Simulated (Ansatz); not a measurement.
Reaction (substitution at a C–B bond): `CB1OC1C` + `O[Si]([SiH3])(Cl)Cl` → `CO[Si]([SiH3])(Cl)Cl` + `CC1BO1`

Isolated molecules relaxed with PBE0-D4/def2-TZVP in Ansatz; ΔE leaves out vibrations. CCSD(T)/CBS adds triple-zeta CCSD(T) − MP2 to the extrapolated MP2 energy (def2 sets, frozen cores). DFT in def2-TZVPP. HSE06 is defined as in plane-wave codes. One conformer a species, not always the lowest.

| level | ΔE (eV) |
| --- | --- |
| HSE06-D4 | 1.14 |
| B2PLYP | 1.09 |
| BLYP | 1.06 |
| MP2/CBS(def2) | 1.15 |

Question: What does CCSD(T)/CBS give? (Estimate.)

Answer: Ansatz gave: +1.10 eV. The listed levels differ from it by 0.04, -0.01, -0.04, 0.05 eV.

Largest T1 diagnostic among the species: 0.015.

Leaving LDA and LC-ωPBE aside and taking each functional with its dispersion term where it has one, the values, not all of them listed here, spread over 0.15 eV, from BLYP-D4 to B97M-V. The D4 term adds −0.04 eV with B3LYP and −0.02 eV with PBE0; it sums over pairs of atoms, weighted by their polarisabilities, and B3LYP, whose exchange is more repulsive, gets the larger term.

B3LYP here is the variant with VWN-RPA as its local correlation; programs differ in this.
